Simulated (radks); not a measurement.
Values are calculated unless marked as measured or tabulated.
All-electron atom: V3+ in [Ar] 3d2 (the NIST ground configuration).

Code: a radial shooting solver on a logarithmic mesh with Libxc functionals. Model: non-relativistic Kohn-Sham, TPSS, spin-polarised, spherical densities, point nucleus; open shells are filled with parallel spins first; meta-GGA in the generalised Kohn-Sham scheme.

Energy parts (eV):
| part | energy |
|---|---|
| total | -25633.758 |
| kinetic | 25612.910 |
| electron-nucleus | -60079.131 |
| Hartree | 10037.251 |
| exchange-correlation | -1204.789 |

Orbitals (lengths in bohr, moments of r in powers of bohr; r(max) is where P^2 peaks; r(90%) holds 90 % of the orbital's charge):
| orbital | occ. | eigenvalue (eV) | <r> | <r^4> | r(90%) | r(max) |
|---|---|---|---|---|---|---|
| 1s up | 1 | -5372.597 | 0.06700 | 0.00009280 | 0.119 | 0.04410 |
| 1s down | 1 | -5372.609 | 0.06700 | 0.00009280 | 0.119 | 0.04410 |
| 2s up | 1 | -632.9551 | 0.3107 | 0.02279 | 0.482 | 0.2577 |
| 2s down | 1 | -632.1355 | 0.3104 | 0.02268 | 0.481 | 0.2576 |
| 2p up | 3 | -538.0809 | 0.2752 | 0.01783 | 0.452 | 0.2089 |
| 2p down | 3 | -537.4292 | 0.2749 | 0.01771 | 0.451 | 0.2088 |
| 3s up | 1 | -104.5169 | 0.9432 | 1.660 | 1.41 | 0.8211 |
| 3s down | 1 | -102.1694 | 0.9446 | 1.676 | 1.41 | 0.8199 |
| 3p up | 3 | -78.4681 | 0.9946 | 2.263 | 1.52 | 0.8395 |
| 3p down | 3 | -76.0948 | 0.9981 | 2.312 | 1.53 | 0.8384 |
| 3d up | 2 | -37.8970 | 1.165 | 6.010 | 1.93 | 0.8444 |
| 3d down | 0 | -35.6198 | 1.188 | 6.605 | 1.98 | 0.8462 |

The highest occupied level is 3d up at -37.897 eV. Summed over all electrons, <r^2> = 13.18 bohr^2, which gives a Langevin (diamagnetic) susceptibility term of -10.4 x 10^-6 cm^3/mol. Spin moment in Bohr magnetons: 2. Virial ratio -V/T = 2.00081. The electron density at the nucleus is 8182 e/bohr^3. For comparison, the ionisation energy in NIST's Atomic Spectra Database is 46.709 eV (measured). In exact Kohn-Sham theory the highest level is minus the ionisation energy, but local and semilocal functionals leave it too shallow, through self-interaction and a potential that decays too fast; potentials with the right tail come closer.
